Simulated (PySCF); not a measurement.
Rows and methods have been separated. Pair them.

C3H13NSi2.
SMILES: `CN(C)[SiH2]C[SiH3]`

The closed-shell ground state was solved 4 times with PySCF (density fitting, gas phase), always with PBE0, in these basis sets: 6-31+G*, aug-cc-pVDZ, def2-SVP and def2-TZVP. Geometry: PBE0-D3(BJ)/def2-SVP, one conformer, isolated molecule.

| row | total energy (Eh) | HOMO (eV) | LUMO (eV) | dipole (D) |
| --- | --- | --- | --- | --- |
| P | -755.4364 | -6.27 | -0.20 | 1.46 |
| Q | -755.5129 | -6.33 | 0.52 | 1.55 |
| R | -755.1187 | -6.22 | 1.01 | 1.53 |
| S | -755.3903 | -6.28 | -0.02 | 1.47 |

**Question.** Which basis belongs to which row?

**Answer.** P = aug-cc-pVDZ, Q = def2-TZVP, R = def2-SVP, S = 6-31+G*. From the lowest total energy up: def2-TZVP (276 functions) 0 eV; aug-cc-pVDZ (263 functions) +2.08 eV; 6-31+G* (142 functions) +3.33 eV; def2-SVP (157 functions) +10.72 eV.

The values belong to the conformer `[CH3:1][N:2]([CH3:3])[SiH2:4][CH2:5][SiH3:6]`: C1–N2–Si4–C5 48°, N2–Si4–C5–Si6 168°.
